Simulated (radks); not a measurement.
P, 15 electrons, occupied as [Ne] 3s2 3p3 (the NIST ground configuration). Calculated with a radial shooting solver on a logarithmic mesh with Libxc functionals: Dirac Kohn-Sham, PBE, spin-unpolarised, spherical densities, point nucleus; open shells are shared between the two j in proportion to 2j + 1.

X-ray form factor f0, the Fourier transform of the density (f0(0) = 15):

sin(theta)/lambda (1/angstrom),f0 (electrons)
0.05,14.458
0.1,13.145
0.15,11.648
0.2,10.349
0.25,9.350
0.3,8.603
0.4,7.534
0.5,6.657
0.6,5.815
0.8,4.278
1,3.125
1.25,2.233
1.5,1.754
2,1.335
